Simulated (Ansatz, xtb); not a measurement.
## CH5FNSi+: which of two conformers lies lower

Structure X is `C=[NH+][SiH2]F`, a singlet and structure Y is `C=[NH+][SiH2]F`, a singlet. Both are isolated ions in the gas phase, relaxed with B3LYP-D3(BJ)/def2-SVP.

X (Å):

```xyz
9

C     1.6329   -1.1484   -1.6963
F     3.3481    0.1037    0.2712
N     1.0906   -0.1567   -1.0899
Si    1.9335    0.8663    0.2384
H     1.0848   -1.7069   -2.4655
H     2.6596   -1.4375   -1.4379
H     0.1280    0.0756   -1.3665
H     2.0203    2.2215   -0.3255
H     1.1309    0.6481    1.4509
```

Y (Å):

```yaml
atoms:
  - { symbol: C, position_ang: [-0.2371, 0.0287, 2.1358] }
  - { symbol: F, position_ang: [-0.9080, 3.3295, 0.6230] }
  - { symbol: N, position_ang: [-0.5957, 0.6824, 1.0937] }
  - { symbol: Si, position_ang: [-1.8369, 2.0904, 1.0260] }
  - { symbol: H, position_ang: [-0.6793, 0.2696, 3.1115] }
  - { symbol: H, position_ang: [0.5087, -0.7742, 2.0717] }
  - { symbol: H, position_ang: [-0.1371, 0.4134, 0.2127] }
  - { symbol: H, position_ang: [-2.3217, 2.1548, 2.4132] }
  - { symbol: H, position_ang: [-2.7566, 1.7087, -0.0548] }
```

Energies in hartree; the thermal terms are from B3LYP-D3(BJ)/def2-SVP harmonic frequencies (ideal gas, rigid rotor, one conformer each, 298.15 K, 1 atm) and include the zero-point energy:

```
                               X           Y
E, CCSD(T)/def2-TZVP  −484.292771  −484.291527
   zero-point energy     0.064586     0.064528
        H(298 K) − E     0.070843     0.070922
        G(298 K) − E     0.036249     0.035734
```

Task: Work out ΔE, ΔE₀, ΔH and ΔG for X → Y in kcal/mol (1 Eh = 627.51 kcal/mol) and the equilibrium ratio [Y]/[X].

Result: 1. ΔE = −484.291527 − (−484.292771) = +0.001244 Eh = +0.78 kcal/mol.
2. ΔE₀ = ΔE + ΔZPE = +0.001244 + (−0.000058) Eh = +0.74 kcal/mol.
3. ΔH = ΔE + (+0.000079) Eh = +0.83 kcal/mol.
4. ΔG = ΔE + (−0.000515) Eh = +0.46 kcal/mol, so ΔS = (ΔH − ΔG)/T = +5.2 J/(mol K).
5. kT = 0.9442 mEh, so K = [Y]/[X] = exp(−ΔG/kT) = exp(−0.77) ≈ 0.46.

The two are too close for this level to say which is favoured. An error of 1 kcal/mol in ΔG would change K by a factor of 5.4. Mirror images and further conformers aren't counted.

Other levels gave ΔE = +1.6 (B3LYP-D3(BJ)/def2-SVP); +0.8 (HF/def2-TZVP); +0.6 (MP2/def2-TZVP) kcal/mol. The correlated steps freeze 8 core orbitals. Programs: Ansatz 0.2.0.
